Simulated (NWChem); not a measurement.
System: TiH2O2Cl2; SMILES [Cl][Ti]([OH])([OH])[Cl]

Input file for NWChem:

```
start job
memory heap 200 mb stack 900 mb global 1100 mb
geometry units angstroms
  Ti    -0.401301    -0.040807    -0.177497
  Cl     1.400113     0.672198    -1.086871
  Cl     0.260438    -0.498595     1.805928
  O     -0.805424    -1.494832    -0.914602
  H     -1.173908    -2.270101    -1.341921
  O     -1.462844     1.255461    -0.060273
  H     -2.171110     1.901665    -0.046036
end
basis spherical
  * library def2-svp
end
dft
  xc xpbe96 cpbe96
  disp vdw 4
  iterations 150
end
driver
  maxiter 120
end
task dft optimize
```

No frequency run checked for a minimum.

The level has its own optimisation.

Q: Predict the main results of this run. (PBE-D3(BJ)/def2-SVP.) Quantities: r Cl–Ti (Å); r O–Ti (Å); r H–O (Å); dipole (D).

A: 
```
Quantity     Result
-----------  ------
r Cl–Ti (Å)   2.214
r O–Ti (Å)    1.758
r H–O (Å)     0.971
dipole (D)     4.80
```
